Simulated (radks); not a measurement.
Task: These are the eigenvalues of the occupied orbitals of an atom or ion with whole-number occupations (hartree). Method: scalar-relativistic Kohn-Sham, PBE, spin-polarised, spherical densities, finite nucleus; Fermi nuclear charge, rms radius of each element as measured or else 0.836 A^(1/3) + 0.57 fm; computed with a radial shooting solver on a logarithmic mesh with Libxc functionals.

orbital  eigenvalue
1s up     -524.6521
1s down   -524.6460
2s up     -72.75633
2s down   -72.75241
2p up     -64.83153
2p down   -64.82734
3s up     -13.85864
3s down   -13.84805
3p up     -11.32791
3p down   -11.31604
3d up      -7.13353
3d down    -7.11911
4s up      -4.39169

Which element is it, and in what charge state? The configuration may be excited. Open shells, if any, are filled with parallel spins first.

Result: Z = 36, krypton, charge +7: Kr7+ in [Ar] 3d10 4s1. The list shows which subshells hold electrons but not how many an open one holds; the 1s level, -524.65 hartree, gives Z - s = 32.4 by -(Z - s)^2/2, which with screening and relativity narrows Z to a few neighbours, and the depths of the outer levels then fix element, charge and occupations together.
